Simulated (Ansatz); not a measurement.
Computed with Ansatz on PBE0-D4/def2-TZVP structures; ΔE is electronic, products minus reactants. CBS: MP2 limit from def2 TZ/QZ plus the TZ coupled-cluster correction, frozen cores. This one scheme is used for every species. DFT in def2-TZVPP. B3LYP here is the variant with VWN-RPA as its local correlation; programs differ in this. HSE06 is defined as in plane-wave codes. For Se outer-core shells are correlated without core-valence functions, which leaves a few kJ/mol of doubt a bond. Scalar relativity is left out up to krypton. Each species was taken in one conformer, which may not be the lowest.

`[OH][AlH][BH][SeH]` + `BCl` → `ClB[SeH]` + `[BH2][AlH][OH]`  (formal exchange of groups at the Se–B bond)

(1) Is it downhill or uphill in electronic energy at CCSD(T)/CBS, and by how much? (An estimate is asked.)

(2) What do these levels give: PBE-D4, BLYP-D4, B3LYP-D4, HSE06-D4, PBE-QIDH, revPBE, BLYP, HSE06, BHLYP, CAM-B3LYP, MP2/def2-QZVPP, CCSD/CBS(def2)? (Best estimate.)

Largest T1 diagnostic among the species: 0.014.

Results:

(1) The calculation gave: Uphill: ΔE = +8.7 kcal/mol.

(2) Computed: PBE-D4 9.3, BLYP-D4 8.7, B3LYP-D4 8.3, HSE06-D4 8.6, PBE-QIDH 8.4, revPBE 8.2, BLYP 8.1, HSE06 8.3, BHLYP 7.3, CAM-B3LYP 7.7, MP2/def2-QZVPP 8.6, CCSD/CBS(def2) 7.9 kcal/mol.

In def2-TZVPP, CCSD(T) changes the Hartree–Fock value by +3.3 kcal/mol (the triples alone add +0.8 kcal/mol) and MP2 by +3.2 kcal/mol. Leaving LDA and LC-ωPBE aside and taking each functional with its dispersion term where it has one, the values, not all of them listed here, spread over 1.6 kcal/mol, from ωB97X-V to PBE-D4. LDA lies +1.4 kcal/mol from PBE without D4. From BLYP to BHLYP (50 % exact exchange), in def2-TZVPP and without D4, ΔE moves by −0.8 kcal/mol.
